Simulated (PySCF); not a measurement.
A structure optimised at PBE0-D3(BJ)/def2-SVP, used in a PySCF frequency run:

```
P
O 1 1.5214
O 1 1.5230 2 102.98
O 1 1.5911 2 115.19 3 -122.65
H 4 0.9659 1 112.90 2 -108.54
O 1 1.6082 2 113.05 3 124.13
H 6 0.9667 1 112.72 2 -51.46
```
Charge 0, spin multiplicity 2.

Write its SMILES and formula.

[O]P(=O)(O)O, H2O4P

What are its rotational constants (standard atomic weights)?

5.1443, 4.5084, 4.2116 GHz
